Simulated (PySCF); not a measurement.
PySCF 2.14 output of an unrestricted LDA calculation on a single atom or ion in ANO-RCC-VTZP, with the spin-free X2C one-electron Hamiltonian (Gaussian nucleus):

```
SCF conv_tol = 1e-09
number electrons alpha = 20  beta = 18
    P. A. M. Dirac.,  Math. Proc. Cambridge Philos. Soc. 26, 376 (1930)
    F. Bloch.,  Z. Phys. 57, 545 (1929)
    S. H. Vosko, L. Wilk, and M. Nusair.,  Can. J. Phys. 58, 1200 (1980)
cycle= 1 E= -3812.881446896  delta_E= -0.0121  |g|= 0.0533  |ddm|= 0.059
cycle= 2 E= -3812.88166038537  delta_E= -0.000213  |g|= 0.0138  |ddm|= 0.00873
cycle= 3 E= -3812.88167561924  delta_E= -1.52e-05  |g|= 0.00206  |ddm|= 0.00235
cycle= 4 E= -3812.88167653598  delta_E= -9.17e-07  |g|= 4.36e-05  |ddm|= 0.00082
cycle= 5 E= -3812.88167653653  delta_E= -5.56e-10  |g|= 5.11e-07  |ddm|= 2.15e-05
converged SCF energy = -3812.88167653653  <S^2> = 2.0002798  2S+1 = 3.0001865
```

The run itself started from symmetry-adapted Hartree-Fock orbitals and held the occupation by maximum overlap, on a logarithmic radial grid, so the iterations belong to that start.

Q: Which element, charge and spin multiplicity is this?

A: Nb³⁺ (niobium, charge +3), multiplicity 3; the state was [Kr] 4d2, high-spin 3F determinant.
